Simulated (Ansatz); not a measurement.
Mulliken charges of CHBClNO, SMILES `O=C=NBCl` from r2SCAN/def2-TZVPP in Ansatz (PBE0-D4/def2-TZVP geometry).

| atom | x (Å) | y (Å) | z (Å) | charge (e) |
| --- | --- | --- | --- | --- |
| O1 | -0.576 | -2.573 | -0.042 | -0.185 |
| C2 | -0.208 | -1.486 | 0.108 | 0.312 |
| N3 | 0.228 | -0.389 | 0.334 | -0.133 |
| B4 | 0.287 | 0.988 | 0.065 | 0.139 |
| Cl5 | -0.690 | 1.696 | -1.203 | -0.141 |
| H6 | 1.002 | 1.700 | 0.692 | 0.008 |

By hand: the dipole of these point charges (1 e Å = 4.8032 D).

Σ q r = (0.157, -0.024, 0.181) e Å, of length 0.241 e Å = 1.16 D.

How does the dipole of the full density compare? (An estimate is asked.)

Computed: (0.085, 0.073, 0.078) e Å, 0.66 D; the point charges give 1.76 times that, at 39° from its direction.

Point charges leave out the atoms' own dipoles, such as those of lone pairs, and Mulliken's split depends on the basis, so the two needn't agree.
